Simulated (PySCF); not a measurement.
This PySCF input asks for the NMR shieldings of `C=NC[SiH2][Si@@H](O)NC(C)=O`, C4H12N2O2Si2; the geometry comes from GFN2-xTB.

```python
import basis_set_exchange as bse
import numpy as np
from pyscf import gto, dft
from pyscf.prop import nmr

atoms = """
C     3.380544    1.308502    0.193489
N     2.554604    0.617450    0.842412
C     2.468657   -0.782412    0.653078
Si    0.791124   -1.101499   -0.307739
Si   -0.673528    0.050166    1.031174
O    -0.163310    1.543722    1.417831
N    -2.051230    0.305035   -0.054211
C    -2.173728   -0.392239   -1.189477
C    -3.400623   -0.102097   -2.024124
O    -1.342445   -1.220054   -1.540950
H     4.119907    0.891967   -0.497135
H     3.375273    2.381621    0.319695
H     3.333627   -1.198387    0.121180
H     2.399646   -1.252088    1.634395
H     1.116294   -0.545416   -1.628834
H     0.654650   -2.556002   -0.336963
H    -1.330338   -0.496290    2.228249
H     0.790809    1.659804    1.477598
H    -2.766683    0.986749    0.140848
H    -3.435791   -0.782348   -2.870229
H    -4.300091   -0.219308   -1.423192
H    -3.357779    0.922512   -2.389316
"""
names = dict.fromkeys(["C", "N", "Si", "O", "H"], "pcSseg-1")
basis = {el: gto.basis.parse(bse.get_basis(n, elements=[el], fmt="nwchem")) for el, n in names.items()}
mol = gto.M(atom=atoms, basis=basis, charge=0, verbose=0)
mf = dft.RKS(mol, xc="PBE0")
mf.grids.level = 2
mf.grids.alignment = dft.numint.BLKSIZE   # the property module wants whole blocks of grid points
mf.conv_tol = 1e-9
mf.kernel()

calc = nmr.RKS(mf)   # GIAO
C = mf.mo_coeff
Co = C[:, mf.mo_occ > 0]
resp = mf.gen_response(singlet=True, hermi=2)
def vind(x):   # induced exchange potential for any number of trial vectors
    d = np.einsum("pi,xij,qj->xpq", C, 2 * x.reshape(-1, C.shape[1], Co.shape[1]), Co, optimize=True)
    return np.einsum("xpq,pi,qj->xij", resp(d - d.transpose(0, 2, 1)), C, Co, optimize=True).ravel()
mo1, _ = nmr.rhf.solve_mo1(calc, with_cphf=vind)
sigma = calc.kernel(mo1)
for i, s in enumerate(sigma):   # ppm
    print("%2d %-2s %9.2f" % (i, mol.atom_pure_symbol(i), np.trace(s) / 3))
```

Problem. Give the expected output.

Solution. 
```
 0 C      34.68
 1 N    -126.52
 2 C     126.14
 3 Si    435.06
 4 Si    369.73
 5 O     283.96
 6 N     121.96
 7 C       9.32
 8 C     161.04
 9 O     -79.23
10 H      24.21
11 H      24.85
12 H      28.46
13 H      28.05
14 H      27.75
15 H      27.44
16 H      26.03
17 H      27.80
18 H      26.59
19 H      29.84
20 H      29.80
21 H      29.55
```

These numbers come from an equivalent density-fitted implementation of the same equations, which agrees with the script to about 0.01 ppm for H and up to a few tenths of a ppm for heavy atoms, so last digits may differ.

Problem. Turn these shieldings into chemical shifts. Referencing at the same level of theory: $^{13}$C (186.93 ppm), $^{29}$Si (349.16 ppm), $^{1}$H (31.72 ppm) vs TMS; NH3 for $^{15}$N (267.73 ppm); $^{17}$O (336.08 ppm) vs H2O.

Solution. Averaging equivalent atoms: C 7: 177.6; C 0: 152.2; C 2: 60.8; C 8: 25.9; N 1: 394.3; N 6: 145.8; Si 4: -20.6; Si 3: -85.9; O 9: 415.3; O 5: 52.1; H 10: 7.51; H 11: 6.87; H 16: 5.68; H 18: 5.12; H 15: 4.27; H 14: 3.97; H 17: 3.92; H 13: 3.67; H 12: 3.25; H 19/20/21: 1.98 ppm. Unscaled 17O shifts of doubly bonded oxygen tend to come out too high, by tens of ppm or more. Experimental scales use liquid or dissolved standards, which lie at an offset from isolated NH3 (liquid NH3: subtract about 20 ppm) and H2O (liquid H2O: subtract about 36 ppm). Unscaled 15N shifts of sp2 nitrogen come out 20 to 40 ppm too high even then.

Size and cost of the density-fitted run: 244 basis functions, 72 s wall time on 1 thread of an Arm Neoverse V1, shared host; peak memory 1.1 GiB.
